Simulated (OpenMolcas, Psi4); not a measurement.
## SiNH4ClO (SMILES N[SiH](O)Cl): methods side by side

SiNH4ClO has 8 atoms, charge 0, and is taken as a singlet. As SMILES, `N[SiH](O)Cl`. Geometry: relaxed at PBE0-D4/def2-TZVP. This is one conformer, not always the lowest.

```jsonl
{"atom": "N", "x (Å)": "-0.7498", "y (Å)": "0.8856", "z (Å)": "-0.2890"}
{"atom": "Si", "x (Å)": "0.5244", "y (Å)": "-0.2262", "z (Å)": "-0.1153"}
{"atom": "O", "x (Å)": "0.5513", "y (Å)": "-0.8613", "z (Å)": "1.3869"}
{"atom": "Cl", "x (Å)": "0.1731", "y (Å)": "-1.6416", "z (Å)": "-1.5669"}
{"atom": "H", "x (Å)": "-1.2172", "y (Å)": "0.9980", "z (Å)": "-1.1727"}
{"atom": "H", "x (Å)": "-0.8069", "y (Å)": "1.7124", "z (Å)": "0.2830"}
{"atom": "H", "x (Å)": "1.8967", "y (Å)": "0.2772", "z (Å)": "-0.3086"}
{"atom": "H", "x (Å)": "-0.2795", "y (Å)": "-1.2012", "z (Å)": "1.7267"}
```

Each level gives the dipole moment (D). The values are calculated.

```csv
level,kind,program,value (D)
HF/6-31G* (spherical functions),Hartree–Fock,OpenMolcas,3.05
SVWN5/6-31G* (spherical functions),LDA,OpenMolcas,3.01
revPBE/6-31G* (spherical functions),GGA,OpenMolcas,2.93
M06-L/6-31G* (spherical functions),meta-GGA,OpenMolcas,3.04
TPSS/6-31G* (spherical functions),meta-GGA,OpenMolcas,2.96
r2SCAN/6-31G* (spherical functions),meta-GGA,OpenMolcas,3.01
B3LYP/6-31G* (spherical functions),global hybrid,OpenMolcas,2.94
wB97M-V/6-31G* (spherical functions),range-separated hybrid,Psi4,2.97
```

The values span 2.93 to 3.05 D. Magnitudes only.
